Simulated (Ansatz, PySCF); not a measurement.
System: BCl, net charge 0, singlet state. 
Geometry from a B3LYP-D3(BJ)/def2-TZVP (Ansatz, a quantum-chemistry and plane-wave program) optimisation:
SMILES: [B]Cl
```xyz
2

B      0.0000     0.0000    -1.3302
Cl     0.0000     0.0000     0.3912
```

Property: vertical ionisation energy (to the doublet state of charge +1; each state is the SCF solution reached for its spin; for the singlet the Hartree-Fock reference is unstable and T1 is 0.016), in eV. Cores are frozen in the correlated levels unless marked. UHF or UKS for open shells. Spin-orbit coupling is left out. No relativistic terms. CBS(X,Y): correlation extrapolated as X^-3; Hartree-Fock from the larger set.

```json
[
 {"level": "SVWN5/def2-TZVPD", "program": "Ansatz", "vertical ionisation energy (eV)": "10.03"},
 {"level": "PBE/def2-TZVPD", "program": "Ansatz", "vertical ionisation energy (eV)": "9.88"},
 {"level": "r2SCAN/def2-TZVPD", "program": "Ansatz", "vertical ionisation energy (eV)": "9.77"},
 {"level": "B3LYP/def2-TZVPD", "program": "Ansatz", "vertical ionisation energy (eV)": "10.07"},
 {"level": "PBE0/def2-TZVPD", "program": "Ansatz", "vertical ionisation energy (eV)": "9.94"},
 {"level": "BHLYP/def2-TZVPD", "program": "Ansatz", "vertical ionisation energy (eV)": "9.99"},
 {"level": "wB97X-V/def2-TZVPD", "program": "Ansatz", "vertical ionisation energy (eV)": "10.13"},
 {"level": "CCSD/def2-QZVPPD", "program": "Ansatz", "vertical ionisation energy (eV)": "10.17"},
 {"level": "CCSD/CBS(def2-TZVPPD,def2-QZVPPD)", "program": "Ansatz", "vertical ionisation energy (eV)": "10.22"},
 {"level": "CCSD(T)/aug-cc-pV(D+d)Z", "program": "Ansatz", "vertical ionisation energy (eV)": "10.03"},
 {"level": "CCSD(T)/def2-TZVPPD", "program": "Ansatz", "vertical ionisation energy (eV)": "10.12"},
 {"level": "CCSD(T)/aug-cc-pV(Q+d)Z", "program": "Ansatz", "vertical ionisation energy (eV)": "10.19"},
 {"level": "CCSD(T)/def2-QZVPPD", "program": "Ansatz", "vertical ionisation energy (eV)": "10.18"},
 {"level": "CCSD(T)/CBS(def2-TZVPPD,def2-QZVPPD)", "program": "Ansatz", "vertical ionisation energy (eV)": "10.23"},
 {"level": "CCSD(T)/CBS(aug-cc-pV(T+d)Z,aug-cc-pV(Q+d)Z)", "program": "Ansatz", "vertical ionisation energy (eV)": "10.24"}
]
```

For comparison, minus the highest occupied orbital energy (PySCF): 7.59 eV at PW6B95/def2-TZVPD, 6.45 eV at TPSS/def2-TZVPD, 6.41 eV at M06-L/def2-TZVPD.
